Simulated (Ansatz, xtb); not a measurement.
**H7SbSi2: which of two isomers lies lower**

Structure I is `[SiH3][SiH2][SbH2]`, a singlet and structure II is `[SiH3][SbH][SiH3]`, a singlet. Both are isolated molecules in the gas phase, relaxed with PBE0-D3(BJ)/def2-SVP; each stands in its lowest conformer found.

Quicker runs give these differences E(II) − E(I): GFN2-xTB −13.2 kcal/mol; HF/STO-3G −11.5 kcal/mol (at GFN2-xTB geometries); r2SCAN-D4/def2-SVP −6.9 kcal/mol (at GFN2-xTB geometries).

**Question.** Estimate E(II) − E(I) at the level CCSD(T)/def2-SVP + ΔMP2/def2-TZVPP.

**Answer.** Calculated at CCSD(T)/def2-SVP + ΔMP2/def2-TZVPP: E(II) − E(I) = −7.5 kcal/mol, so structure II lies lower.

How the difference moves with the method:

```
                             level              geometry  E(II) − E(I) (kcal/mol)  departure from the last row (kcal/mol)  job, with rough time for the two
                          GFN2-xTB              GFN2-xTB                     −13.2                                    −5.8              optimisation, 0.29 s
                         HF/STO-3G              GFN2-xTB                     −11.5                                    −4.0              single point, 0.84 s
                r2SCAN-D4/def2-SVP              GFN2-xTB                      −6.9                                    +0.6               single point, 3.1 s
              PBE0-D3(BJ)/def2-SVP  PBE0-D3(BJ)/def2-SVP                      −6.5                                    +0.9                optimisation, 58 s
                       HF/def2-SVP  PBE0-D3(BJ)/def2-SVP                      −8.1                                    −0.6           part of the CCSD(T) run
                      MP2/def2-SVP  PBE0-D3(BJ)/def2-SVP                      −8.0                                    −0.5           part of the CCSD(T) run
                  CCSD(T)/def2-SVP  PBE0-D3(BJ)/def2-SVP                      −6.7                                    +0.8                      single point
CCSD(T)/def2-SVP + ΔMP2/def2-TZVPP  PBE0-D3(BJ)/def2-SVP                      −7.5                                                        single point, 26 s
```

As drawn, II has 1 Sb–Si, 1 Si–H in place of 1 Si–Si, 1 Sb–H.

None of the levels shown reverses the order. The largest departure from CCSD(T)/def2-SVP + ΔMP2/def2-TZVPP is that of GFN2-xTB, 5.8 kcal/mol. The last row adds to CCSD(T) the change of the MP2 difference between the two basis sets, here −0.8 kcal/mol.

With harmonic frequencies from PBE0-D3(BJ)/def2-SVP (ideal gas, rigid rotor, one conformer each, 298.15 K, 1 atm): the zero-point term adds +0.7 kcal/mol; ΔH is −6.8 and ΔG −6.7 kcal/mol.

The correlated steps freeze 14 core orbitals; the filled d shell of Sb is correlated, in a basis made for valence electrons. Atoms past krypton carry core potentials in the def2 sets, other sets are all-electron and non-relativistic, and no spin–orbit term is included. Run with Ansatz 0.2.0, xtb 6.7.1; the last row on 1 thread of Intel(R) Xeon(R) 6975P-C (Granite Rapids) on a shared host.
